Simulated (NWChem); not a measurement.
Species: SiN$_{2}$H$_{4}$Cl$_{2}$; SMILES N[Si](N)(Cl)Cl

```xyz
9

N      0.2892    -1.3620    -1.3711
Si     0.0000     0.0000    -0.3674
N     -0.2892     1.3620    -1.3711
Cl     1.6627     0.0847     0.8934
Cl    -1.6627    -0.0847     0.8934
H     -0.4278    -1.6288    -2.0505
H      0.7557    -2.1792    -0.9717
H      0.4278     1.6288    -2.0505
H     -0.7557     2.1792    -0.9717
```
Atoms are numbered in this order, from 1.

Geometry: optimised at PBE-D3(BJ)/def2-SVP.

Give the principal values of the shielding tensors (ppm) of N1, Si2, Cl4 from B3LYP/6-311G** (spherical d), GIAO (NWChem), with their diamagnetic and paramagnetic parts as GIAO splits them.


```tsv
atom	σ11	σ22	σ33	isotropic	diamagnetic	paramagnetic
N1	188.1	210.9	256.6	218.5	318.6	-100.0
Si2	321.7	332.2	387.6	347.2	879.4	-532.2
Cl4	704.9	731.4	1023.3	819.9	1147.9	-328.1
```
